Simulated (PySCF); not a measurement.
## `CCS[SiH2]CC[SiH3]`: 4 charge schemes on one density

C4H14SSi2.
Numbering: `[CH3:1][CH2:2][S:3][SiH2:4][CH2:5][CH2:6][SiH3:7]` (hydrogens: H8, H9, H10 on C1; H11, H12 on C2; H13, H14 on Si4; H15, H16 on C5; H17, H18 on C6; H19, H20, H21 on Si7)

Cartesian coordinates in Å at the GFN2-xTB level; atoms count from 1:
```xyz
21
C4H14SSi2 angstrom
C     -2.7238    0.7372    0.4984
C     -2.9546   -0.3879   -0.4903
S     -1.4533   -0.8002   -1.4526
Si    -0.1874   -1.7100    0.0334
C      1.1093   -0.4634    0.6524
C      1.9337    0.1171   -0.4992
Si     3.2051    1.4045    0.0839
H     -2.3235    1.6101   -0.0124
H     -3.6645    1.0116    0.9729
H     -2.0213    0.4315    1.2717
H     -3.2904   -1.2977    0.0066
H     -3.6896   -0.1002   -1.2410
H     -1.0674   -2.1651    1.1083
H      0.4382   -2.8311   -0.6573
H      0.6305    0.3545    1.1960
H      1.7734   -0.9551    1.3650
H      1.2568    0.5672   -1.2289
H      2.4427   -0.6960   -1.0209
H      4.1322    0.7688    1.0247
H      2.5057    2.4962    0.7675
H      3.9393    1.9252   -1.0692
```

Density: PBE0/pcSseg-1 (PySCF); schemes: Mulliken, IAO, Hirshfeld and ESP-fitted. Isolated species at its GFN2-xTB geometry (one conformer only).

Problem. Tabulate the Mulliken, IAO, Hirshfeld and ESP-fitted charges.

Solution. In e:

```tsv
atom	environment	Mulliken	IAO	Hirshfeld	ESP-fitted
C1	methyl carbon	-0.276	-0.416	-0.121	-0.132
C2	sp3 carbon bound to sulfur	-0.365	-0.316	-0.062	-0.011
S3	sulfur bonded to C and Si	-0.297	-0.209	-0.098	-0.365
Si4	SiH2 silicon	+0.579	+0.677	+0.318	+0.309
C5	sp3 carbon bound to silicon	-0.536	-0.533	-0.158	-0.119
C6	sp3 carbon bound to silicon	-0.554	-0.528	-0.157	-0.168
Si7	SiH3 silicon	+0.508	+0.605	+0.315	+0.262
H8	methyl hydrogen	+0.127	+0.149	+0.039	+0.067
H9	methyl hydrogen	+0.120	+0.145	+0.045	+0.034
H10	methyl hydrogen	+0.131	+0.136	+0.038	+0.055
H11	methylene hydrogen	+0.158	+0.148	+0.040	+0.054
H12	methylene hydrogen	+0.160	+0.161	+0.047	+0.115
H13	Si–H hydrogen	-0.066	-0.123	-0.075	-0.062
H14	Si–H hydrogen	-0.046	-0.113	-0.075	-0.060
H15	methylene hydrogen	+0.157	+0.143	+0.037	+0.046
H16	methylene hydrogen	+0.148	+0.144	+0.038	+0.054
H17	methylene hydrogen	+0.164	+0.151	+0.029	+0.078
H18	methylene hydrogen	+0.152	+0.143	+0.038	+0.085
H19	Si–H hydrogen	-0.089	-0.124	-0.080	-0.082
H20	Si–H hydrogen	-0.088	-0.123	-0.079	-0.076
H21	Si–H hydrogen	-0.088	-0.119	-0.078	-0.085
```

Mean size of the charges over all atoms: IAO 0.248 e, Mulliken 0.229 e, ESP-fitted 0.110 e, Hirshfeld 0.094 e. Each set sums to the total charge, 0, to within 0.001 e. The IAO scheme counts the electrons in orthogonalised intrinsic atomic orbitals, a minimal basis polarised so that it spans the occupied orbitals exactly. The Hirshfeld scheme divides the density at each point in proportion to the densities of the neutral, spherically averaged free atoms.

Lowest charge. The schemes don't all agree: Mulliken C6 (-0.554); IAO C5 (-0.533); Hirshfeld C5 (-0.158); ESP-fitted S3 (-0.365).

Highest charge. All schemes agree: Mulliken Si4 (+0.579); IAO Si4 (+0.677); Hirshfeld Si4 (+0.318); ESP-fitted Si4 (+0.309).

Problem. How many electrons does the IAO scheme count on Si7?

Solution. Z − q = 14 − (+0.605) = 13.395.

Problem. Sum the charges by element, for elements with more than one atom.

Solution. 
```
element  atoms  Mulliken     IAO  Hirshfeld  ESP-fitted
      C      4    -1.732  -1.793     -0.499      -0.430
     Si      2    +1.088  +1.282     +0.633      +0.571
      H     14    +0.941  +0.720     -0.036      +0.224
```

Problem. How closely do the schemes follow one another over all atoms?

Solution. Correlation coefficient and root-mean-square difference: Mulliken with IAO 0.99, 0.054 e; IAO with Hirshfeld 0.96, 0.191 e; Mulliken with Hirshfeld 0.92, 0.178 e; Hirshfeld with ESP-fitted 0.89, 0.065 e; Mulliken with ESP-fitted 0.86, 0.179 e; IAO with ESP-fitted 0.86, 0.198 e.
